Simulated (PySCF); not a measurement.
Al(F)(OH)(NH2) (AlFH3NO), SMILES [NH2][Al]([F])[OH]. Atoms are numbered in the order given.

```xyz
7

Al     0.0134     0.0243     0.0000
F      1.6273     0.4528     0.0000
O     -1.2043     1.2112     0.0000
H     -1.0370     2.1599     0.0000
N     -0.4281    -1.6800     0.0000
H     -1.3829    -2.0275     0.0000
H      0.2308    -2.4531     0.0000
```
Charge 0, spin multiplicity 1.

Coordinates come from a TPSSh-D3(BJ)/def2-SVP optimisation. One conformer was computed; it need not be the lowest.

Level of theory: PBE0/pcSseg-1 run with PySCF.

GIAO shieldings, no solvent; atoms listed in one row are averaged. δ = σ(ref) − σ: ¹⁹F against CFCl3 (σ = 167.2 ppm); ¹⁷O against H2O (σ = 334.2 ppm); ¹H against TMS (σ = 31.56 ppm); ¹⁵N against NH3 (σ = 267.4 ppm), references at their B3LYP-D3(BJ)/def2-TZVP geometries, non-relativistic.

### Question
Estimate the chemical shifts. (The exact figures need the calculation; the answer reports its results.)

### Answer

```csv
nucleus,atoms,count,δ (ppm)
¹⁹F,F2,1,-202.7
¹⁷O,O3,1,6.3
¹H,H4,1,1.63
¹H,H6,1,0.56
¹H,H7,1,0.43
¹⁵N,N5,1,-2.1
```
